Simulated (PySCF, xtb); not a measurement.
Si(F)(OH) (FHOSi), SMILES O[Si]F (connectivity only; charge and spin as stated), neutral, multiplicity 1.

GFN2-xTB (xtb 6.7.1) at its own geometry gives an orbital gap of 3.87 eV and a dipole moment of 1.00 D.

Geometry optimised at B3LYP-D3(BJ)/def2-TZVP. Other conformers were not sampled.

### Question
What does r2SCAN/def2-TZVPD (PySCF) give? (An estimate is asked for; the answer gives what the named calculation found.)

### Answer
gap 4.49 eV (levels -6.89 and -2.39 eV), dipole 1.02 D.
